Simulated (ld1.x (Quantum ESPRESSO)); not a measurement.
# V: one change to an RRKJ potential, before and after

| Quantity | Value |
| --- | --- |
| Element | vanadium (V) |
| Generator | ld1.x (Quantum ESPRESSO) 7.5 |
| Type | norm-conserving RRKJ (Kleinman–Bylander form) |
| Functional | LDA (PZ) |
| Relativity | scalar-relativistic |
| Frozen core | [Ar] |
| Valence charge | 5 |
| Reference configuration | 3d3.5 4s1.5 4p0 |
| Partial waves | 4s (bound): rc 3.00 bohr; 4p (bound, empty): rc 3.80 bohr; 3d (bound): rc 2.35 bohr |
| Local potential | all-electron potential smoothed inside 3.75 bohr (lloc = -2) |
| Core correction | Bessel-smoothed model core inside 1.60 bohr |
| rho0 | 0.02 |

Change: all radii but the core radius scaled by about 1.29 (s 3.86, p 4.88, d 3.02 bohr); local potential all-electron potential smoothed inside 4.82 bohr (lloc = -2).

Cutoffs: the cutoffs (Ry, on a coarse ladder) from which the occupation-weighted sum of valence levels, in a spherical-Bessel basis at the reference potential, stays within 10 and 1 mRy of its value at 400 Ry; they do not see the model core or the augmentation charge, which bear on the density cutoff. Errors are all-electron minus pseudo energies relative to the spin-unpolarised reference configuration.

Question: How do hardness, ghosts and transferability respond?

Answer: The potential gets softer (30 Ry and 40 Ry → 18 Ry and 30 Ry); the bound ghost in s disappears; of the 9 tests that both files solve, the error grows in 8 and shrinks in 1 by more than 15 % and 0.3 meV (median size 52.7 → 418.1 meV). A larger radius leaves more room for a smooth pseudo-wave, so fewer plane waves are needed.

```tsv
quantity	base	changed
cutoff, loose	30 Ry	18 Ry
cutoff, tight	40 Ry	30 Ry
loose cutoff by channel (10 mRy a level)	s 15 Ry, d 30 Ry	s 8 Ry, d 18 Ry
bound ghosts	s	none
error for 3d3 4s2 4p0, meV [ΔE -0.03 eV]	+12	+119
error for 3d3 4s1 4p0, meV [ΔE 7.91 eV]	-44	+56
error for 3d3 4s0 4p0, meV [ΔE 22.46 eV]	-173	-448
error for 3d1 4s0 4p0, meV [ΔE 97.75 eV]	-53	+3130
error for 3d4 4s0 4p0, meV [ΔE 7.35 eV]	+51	+189
error for 3d2 4s2 4p0, meV [ΔE 11.19 eV]	+242	+1673
error for 3d3 4s1 4p1, meV [ΔE 3.38 eV]	-52	+26
error for 3d3.5 4s1.5 4p0 (spin-polarised), meV [ΔE -2.28 eV]	+335	+487
error for 3d3 4s2 4p0 (spin-polarised), meV [ΔE -1.66 eV]	+256	+418
```

Changed file: These tests converged, but a pseudo level misses the all-electron one widely, so the file describes the atom poorly there or has found another state: 3d1 4s0 4p0: 3d by 5.3 eV (a node warning on the way); 3d2 4s2 4p0: 3d by 3.0 eV. A true bound ghost makes a file unfit for plane-wave use even where its test errors are small: the radial tests pick states by their node count and pass the ghost by.
